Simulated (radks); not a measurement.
The numbers below are computed, except where a source is named.
Ar2+, configuration [Ne] 3s2 3p4.

Level of theory: scalar-relativistic Kohn-Sham, LDA (Slater exchange, VWN5 correlation), spin-polarised, spherical densities, finite nucleus; open shells are filled with parallel spins first; Fermi nuclear charge, rms radius 3.4274 fm (a radial shooting solver on a logarithmic mesh with Libxc functionals).

Energy parts (eV):
total: -14318.778
kinetic: 14385.025
electron-nucleus: -33760.364
Hartree: 5832.619
exchange-correlation: -776.058

Orbitals (lengths in bohr, moments of r in powers of bohr; <r^-3> diverges for s and p1/2; r(90%) holds 90 % of the orbital's charge):
| orbital | occ. | eigenvalue (eV) | <r^-3> | r(90%) |
|---|---|---|---|---|
| 1s up | 1 | -3141.271 | - | 0.153 |
| 1s down | 1 | -3140.756 | - | 0.153 |
| 2s up | 1 | -326.0649 | - | 0.649 |
| 2s down | 1 | -325.5188 | - | 0.648 |
| 2p up | 3 | -260.1454 | 126.9 | 0.625 |
| 2p down | 3 | -259.4698 | 126.9 | 0.624 |
| 3s up | 1 | -51.4771 | - | 1.98 |
| 3s down | 1 | -49.1090 | - | 2.00 |
| 3p up | 3 | -36.4468 | 13.12 | 2.23 |
| 3p down | 1 | -34.2236 | 12.80 | 2.28 |

The highest occupied level is 3p down at -34.224 eV. Summed over all electrons, <r^2> = 15.59 bohr^2, which gives a Langevin (diamagnetic) susceptibility term of -12.3 x 10^-6 cm^3/mol. Spin moment in Bohr magnetons: 2.
